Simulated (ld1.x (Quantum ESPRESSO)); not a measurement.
**Scattering properties, TM potential for H (Z = 1)**

| Quantity | Value |
| --- | --- |
| Element | H |
| Generator | ld1.x (Quantum ESPRESSO) 7.5 |
| Type | norm-conserving Troullier–Martins (Kleinman–Bylander form) |
| Functional | LDA (PZ) |
| Relativity | scalar-relativistic |
| Frozen core | none |
| Valence charge | 1 |
| Reference configuration | 1s1 |
| Partial waves | 2p channel at 0.3 Ry: rc 1.10 bohr; 1s (bound): rc 1.20 bohr |
| Local potential | the s channel |
| Core correction | none |

The phase is arctan(r·u′/u) with u = r·R(r), unwrapped; energies in Ry, scanned from -2 to 5 Ry. A pole is an energy at which the radial function vanishes at the test radius. The pseudo phase is shifted by a multiple of π to meet the all-electron one at the reference energy, and phase errors are pseudo minus all-electron; the curves can meet again beyond the range given. Levels narrower than the energy grid can be missing from the lists of poles.

For each channel, where are the poles, and over which energies does the pseudopotential scatter like the atom?

| channel | radius (bohr) | reference energy (Ry) | poles, all-electron | poles, pseudo | unbroken range about the reference energy with phases within 0.05 rad | phase error 1 Ry above the reference energy (rad) |
| --- | --- | --- | --- | --- | --- | --- |
| s | 1.29 | -0.47 | 2.55 | 2.60 | the whole range | +0.002 |
| p | 1.29 | 0.30 | none | none | the whole range | -0.001 |

Phases in the s channel:

```json
{"E (Ry)": "-2.00", "all-electron": "0.830", "pseudo": "0.831"}
{"E (Ry)": "-1.76", "all-electron": "0.753", "pseudo": "0.754"}
{"E (Ry)": "-1.52", "all-electron": "0.654", "pseudo": "0.655"}
{"E (Ry)": "-1.28", "all-electron": "0.528", "pseudo": "0.529"}
{"E (Ry)": "-1.04", "all-electron": "0.364", "pseudo": "0.364"}
{"E (Ry)": "-0.80", "all-electron": "0.156", "pseudo": "0.156"}
{"E (Ry)": "-0.56", "all-electron": "-0.092", "pseudo": "-0.092"}
{"E (Ry)": "-0.32", "all-electron": "-0.358", "pseudo": "-0.358"}
{"E (Ry)": "-0.08", "all-electron": "-0.610", "pseudo": "-0.609"}
{"E (Ry)": "0.16", "all-electron": "-0.822", "pseudo": "-0.821"}
{"E (Ry)": "0.40", "all-electron": "-0.991", "pseudo": "-0.989"}
{"E (Ry)": "0.64", "all-electron": "-1.121", "pseudo": "-1.119"}
{"E (Ry)": "0.88", "all-electron": "-1.223", "pseudo": "-1.221"}
{"E (Ry)": "1.12", "all-electron": "-1.304", "pseudo": "-1.301"}
{"E (Ry)": "1.36", "all-electron": "-1.369", "pseudo": "-1.366"}
{"E (Ry)": "1.60", "all-electron": "-1.423", "pseudo": "-1.419"}
{"E (Ry)": "1.84", "all-electron": "-1.469", "pseudo": "-1.464"}
{"E (Ry)": "2.08", "all-electron": "-1.508", "pseudo": "-1.503"}
{"E (Ry)": "2.32", "all-electron": "-1.542", "pseudo": "-1.536"}
{"E (Ry)": "2.56", "all-electron": "-1.572", "pseudo": "-1.566"}
{"E (Ry)": "2.80", "all-electron": "-1.600", "pseudo": "-1.593"}
{"E (Ry)": "3.04", "all-electron": "-1.625", "pseudo": "-1.618"}
{"E (Ry)": "3.28", "all-electron": "-1.649", "pseudo": "-1.641"}
{"E (Ry)": "3.52", "all-electron": "-1.671", "pseudo": "-1.663"}
{"E (Ry)": "3.76", "all-electron": "-1.693", "pseudo": "-1.683"}
{"E (Ry)": "4.00", "all-electron": "-1.714", "pseudo": "-1.703"}
{"E (Ry)": "4.24", "all-electron": "-1.734", "pseudo": "-1.723"}
{"E (Ry)": "4.48", "all-electron": "-1.754", "pseudo": "-1.742"}
{"E (Ry)": "4.72", "all-electron": "-1.775", "pseudo": "-1.761"}
{"E (Ry)": "4.96", "all-electron": "-1.796", "pseudo": "-1.780"}
```
